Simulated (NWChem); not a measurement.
System meant: B2Cl3, doublet; SMILES Cl[B]B(Cl)Cl

Input file for NWChem:

```
start job
memory heap 200 mb stack 900 mb global 1100 mb
geometry units angstroms noautoz
  Cl     0.000000     0.000000    -2.745590
  B      0.000000     0.000000    -1.054049
  B      0.000000     0.000000     0.548482
  Cl     0.000000     1.546218     1.421801
  Cl     0.000000    -1.546218     1.421801
end
basis spherical
  * library def2-svp
end
dft
  odft
  mult 2
  xc b3lyp
  iterations 4
  mulliken
end
task dft energy
```

End of the output:

```
     --------------------------
     Expectation value of S2:
     --------------------------
      <S2> =      0.7519 (Exact =     0.7500)

 center of mass
 --------------
 x =   0.00000000 y =   0.00000000 z =  -0.00514765

 moments of inertia (a.u.)
 ------------------
        2098.709518194005           0.000000000000           0.000000000000
           0.000000000000        1501.604849618828           0.000000000000
           0.000000000000           0.000000000000         597.104668575177

     Multipole analysis of the density
     ---------------------------------

     L   x y z        total         alpha         beta         nuclear
     -   - - -        -----         -----         ----         -------
     0   0 0 0     -0.000000    -31.000000    -30.000000     61.000000

     1   1 0 0     -0.000000     -0.000000     -0.000000      0.000000
     1   0 1 0     -0.000000     -0.000000     -0.000000      0.000000
     1   0 0 1     -0.963065      0.013243     -0.976308      0.000000

     2   2 0 0    -36.160624    -19.550599    -16.610025      0.000000
     2   1 1 0      0.000000     -0.000000      0.000000      0.000000
     2   1 0 1      0.000000     -0.000000      0.000000      0.000000
     2   0 2 0    -36.152374   -164.218551   -162.214441    290.280617
     2   0 1 1     -0.000000      0.000000     -0.000000      0.000000
     2   0 0 2    -33.821097   -384.031067   -378.034314    728.244284

 ------------------------------------------------------------------------
 dft energy failed                                                                                  0
 ------------------------------------------------------------------------
 ------------------------------------------------------------------------
  current input line :
    20: task dft energy
 ------------------------------------------------------------------------
 ------------------------------------------------------------------------
 This type of error is most commonly associated with calculations not reaching convergence criteria
 ------------------------------------------------------------------------
 For more information see the NWChem manual at https://nwchemgit.github.io

0:dft energy failed:Received an Error in Communication
```

Find the fault in this run and fix the input.

The run did not converge; its last values are not results. Cause: the SCF was allowed too few iterations. This input runs:
```
start job
memory heap 200 mb stack 900 mb global 1100 mb
geometry units angstroms noautoz
  Cl     0.000000     0.000000    -2.745590
  B      0.000000     0.000000    -1.054049
  B      0.000000     0.000000     0.548482
  Cl     0.000000     1.546218     1.421801
  Cl     0.000000    -1.546218     1.421801
end
basis spherical
  * library def2-svp
end
dft
  odft
  mult 2
  xc b3lyp
  iterations 150
  mulliken
end
task dft energy
```
It converges to -1429.92427 Ha (B3LYP/def2-SVP, spin-unrestricted).
